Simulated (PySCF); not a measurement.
Compound: CH₇F₂Ge₂N.
Z-matrix (Å and degrees, PBE0-D3(BJ)/def2-SVP geometry), rows numbered from 1:
```
F 
C   1  1.3567
F   2  1.3641  1  107.72
Ge  2  1.9947  1  109.42  3   116.80
N   4  1.8236  2  108.58  1   -63.49
Ge  5  1.8428  4  124.97  2   -56.67
H   2  1.1056  1  108.03  3  -115.92
H   4  1.5379  2  109.47  1    55.10
H   4  1.5392  2  107.59  1   177.60
H   5  1.0159  4  114.19  2    95.00
H   6  1.5426  5  112.84  4    87.03
H   6  1.5367  5  106.09  4   -33.69
H   6  1.5418  5  108.01  4  -152.43
```

Level of theory: PBE0-D3(BJ)/def2-SVP geometry optimisation, gas phase in PySCF.

Take the most abundant isotopes and a rigid rotor. The values belong to one conformer with, in the numbering `[F:1][CH:2]([F:3])[GeH2:4][NH:5][GeH3:6]`, F1–C2–Ge4–N5 -63°, C2–Ge4–N5–Ge6 -57°.

**Question.** What are A, B and C (MHz)?

**Answer.** Ia = 239.93, Ib = 592.78, Ic = 731.21 u·Å²; 505379 MHz·u·Å²/I gives A = 2106, B = 852.6, C = 691.2 MHz.

**Question.** Classify the top.

**Answer.** An asymmetric top. Ray's parameter κ = (2B − A − C)/(A − C) = -0.772; −1 is the prolate and +1 the oblate limit.

**Question.** Is it planar, by Δ = Ic − Ia − Ib?

**Answer.** Not planar: Δ = Ic − Ia − Ib = -101.50 u·Å². For a rigid frame Δ = −2 Σ m c², so Σ m c² = 50.75 u·Å² lies off the ab plane: 9.13 from hydrogen and 41.62 from heavier atoms. The atom farthest from that plane is 1.62 Å away.

**Question.** Give the coordinates in the principal-axis frame, origin at the centre of mass.

**Answer.** The sense of each axis is arbitrary; atoms in the order of the calculation.
```csv
atom,mass (u),a (Å),b (Å),c (Å)
F1,18.998,2.013,-1.347,1.055
C2,12.000,1.841,-0.886,-0.209
F3,18.998,0.938,-1.700,-0.828
Ge4,73.921,1.059,0.948,-0.145
N5,14.003,-0.595,0.849,0.618
Ge6,73.921,-1.976,-0.209,0.011
H7,1.008,2.803,-0.986,-0.744
H8,1.008,1.949,1.855,0.720
H9,1.008,0.937,1.453,-1.594
H10,1.008,-0.604,1.038,1.616
H11,1.008,-1.935,-1.638,0.589
H12,1.008,-1.838,-0.252,-1.519
H13,1.008,-3.304,0.460,0.420
```

**Question.** Where do the levels up to J = 5 lie, in K?

**Answer.** Above 0(0,0), as E/k:
J = 1: 1(0,1) 0.074, 1(1,1) 0.134, 1(1,0) 0.142
J = 2: 2(0,2) 0.222, 2(1,2) 0.275, 2(1,1) 0.298, 2(2,1) 0.478, 2(2,0) 0.479
J = 3: 3(0,3) 0.441, 3(1,3) 0.485, 3(1,2) 0.531, 3(2,2) 0.701, 3(2,1) 0.704, 3(3,1) 1.021, 3(3,0) 1.021
J = 4: 4(0,4) 0.731, 4(1,4) 0.764, 4(1,3) 0.842, 4(2,3) 0.997, 4(2,2) 1.007, 4(3,2) 1.319, 4(3,1) 1.319, 4(4,1) 1.766, 4(4,0) 1.766
J = 5: 5(0,5) 1.089, 5(1,5) 1.113, 5(1,4) 1.228, 5(2,4) 1.365, 5(2,3) 1.388, 5(3,3) 1.691, 5(3,2) 1.693, 5(4,2) 2.138, 5(4,1) 2.138, 5(5,1) 2.713, 5(5,0) 2.713

**Question.** Which types of transition are allowed, and where do some lines up to J = 5 fall?

**Answer.** The dipole components are |μa| = 0.73 D, |μb| = 1.20 D, |μc| = 0.03 D. The squared components, which scale the intensities, stand as 0.37 : 1.00 : 0.00 (a : b : c). Some lines, for components of 0.1 D or more:

| type | branch | J(Ka,Kc) | MHz | lower level (cm⁻¹) |
| --- | --- | --- | --- | --- |
| b | R | 3(1,2) ← 2(2,1) | 1102 | 0.333 |
| a | R | 1(0,1) ← 0(0,0) | 1544 | 0.000 |
| a | Q | 4(1,3) ← 4(1,4) | 1608 | 0.531 |
| b | Q | 2(2,0) ← 2(1,1) | 3776 | 0.207 |
| a | R | 3(1,3) ← 2(1,2) | 4380 | 0.191 |
| b | Q | 3(2,2) ← 3(1,3) | 4496 | 0.337 |
| b | R | 5(1,4) ← 4(2,3) | 4823 | 0.693 |
| b | Q | 4(2,3) ← 4(1,4) | 4835 | 0.531 |
| b | R | 4(0,4) ← 3(1,3) | 5122 | 0.337 |
| a | R | 4(2,3) ← 3(2,2) | 6163 | 0.487 |
| a | R | 4(3,1) ← 3(3,0) | 6207 | 0.710 |
| a | R | 4(1,3) ← 3(1,2) | 6466 | 0.369 |
| b | Q | 3(3,1) ← 3(2,2) | 6681 | 0.487 |
| a | R | 5(1,5) ← 4(1,4) | 7259 | 0.531 |
| b | Q | 4(4,0) ← 4(3,1) | 9312 | 0.917 |
| b | Q | 4(4,1) ← 4(3,2) | 9317 | 0.917 |
| b | R | 4(2,3) ← 3(1,2) | 9692 | 0.369 |
| b | R | 4(2,2) ← 3(1,3) | 10871 | 0.337 |
| b | Q | 5(5,1) ← 5(4,2) | 11981 | 1.486 |
| b | R | 4(3,2) ← 3(2,1) | 12811 | 0.489 |
| b | R | 5(4,1) ← 4(3,2) | 17069 | 0.917 |

**Question.** Estimate the classical rotational partition function at 10 K, 50 K and 100 K.

**Answer.** Point group C1, symmetry number σ = 1; q = (√π/σ)·√((kT/h)³/(ABC)), k/h = 20836.6 MHz/K: 4790 at 10 K, 53500 at 50 K, 151000 at 100 K.

Stationary, but not proved a minimum. These are rigid-rotor constants of the computed structure; measured ground-state constants (B0) also hold zero-point vibration. A rigid rotor knows nothing of inversion at nitrogen or internal rotation, which can split or shift real lines. Quadrupole hyperfine structure (14N) is left out.
